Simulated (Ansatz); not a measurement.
A made-up structure of LiBSiH₄S, singlet:

Li1  (-1.006, -1.138, 1.139)
Si2  (-0.399, 0.961, 0.874)
S3  (1.266, 0.029, -0.097)
B4  (0.279, -0.900, -0.916)
H5  (-0.671, 2.048, -0.283)
H6  (0.676, 1.494, 1.676)
H7  (-1.020, -1.089, -0.781)
H8  (0.876, -1.404, -1.612)
(Å)

It is relaxed with PBE-D4/def2-SVP and then PBE0-D4/def2-TZVP (Ansatz 0.2.0). Atoms count as bonded within 1.22 times the sum of their covalent radii (H–H: 0.88 Å). The end point is not checked to be a true minimum.

Does its bonding change? (A judgement: the text doesn't fix the answer.)

By the calculation: No: no bond forms or breaks.

Where it ends: The first stage lowers the energy by 2.37 eV in 12 steps. It ends as LiBSiH₄S ([H]1[BH]2[S]3[SiH2][Li]123):
Li1  (-0.891, -1.094, 0.928)
Si2  (-0.406, 1.225, 1.050)
S3  (1.165, 0.009, -0.110)
B4  (0.276, -1.158, -1.064)
H5  (-0.630, 2.296, 0.021)
H6  (0.577, 1.907, 1.958)
H7  (-0.920, -1.358, -0.902)
H8  (0.829, -1.827, -1.880)
(Å)

Labels in which every atom is bracketed show which atoms are joined, not bond orders.

For scale, one of the runs: PBE0-D4/def2-TZVP relaxation, 143 basis functions, launched by `ansatz run in.yaml --threads 2 --pin off --events-out ev --progress --plain --max-ram 4352MiB`. The run took about 23 s on 2 CPU threads of an Arm Neoverse V2 (shared host).
